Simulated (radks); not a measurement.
Excited configurations of Ge I: one electron is placed in a higher orbital outside [Ar] 3d10 4s2 4p1. The ground configuration is [Ar] 3d10 4s2 4p2. Calculated with a radial shooting solver on a logarithmic mesh with Libxc functionals: scalar-relativistic Kohn-Sham, BLYP, spin-unpolarised, spherical densities, finite nucleus; Fermi nuclear charge, rms radius 4.0742 fm. Excitation = E - E(ground); binding = E(ion) - E, where the ion is the core of charge +1; n* = 1/sqrt(2 binding) in atomic units, and the quantum defect is n - n*.

| outer orbital | excitation (eV) | binding (eV) | quantum defect | eigenvalue (eV) | <r> (bohr) |
|---|---|---|---|---|---|
| 4d | 5.662 | 1.702 | 1.173 | -0.539 | 8.773 |
| 5d | 6.236 | 1.128 | 1.527 | -0.546 | 16.08 |
| 6s | 5.763 | 1.601 | 3.084 | -0.905 | 13.37 |
| 6d | 6.591 | 0.773 | 1.804 | -0.427 | 25.74 |
| 7d | 6.794 | 0.570 | 2.115 | -0.339 | 37.34 |
| 7f | 6.967 | 0.397 | 1.148 | -0.263 | 62.11 |

The Delta-SCF ionisation energy is 7.364 eV (NIST Atomic Spectra Database: 7.899 eV, measured). Self-interaction in the functional shifts the binding energies and quantum defects, so they are the method's values and not measured ones. Spin polarisation and multiplet splitting are left out, so open shells lie too high by an amount that depends on their filling.

Beside tabulated values, note that spin-unpolarised runs miss the spin-polarisation part of the exchange energy of open shells.
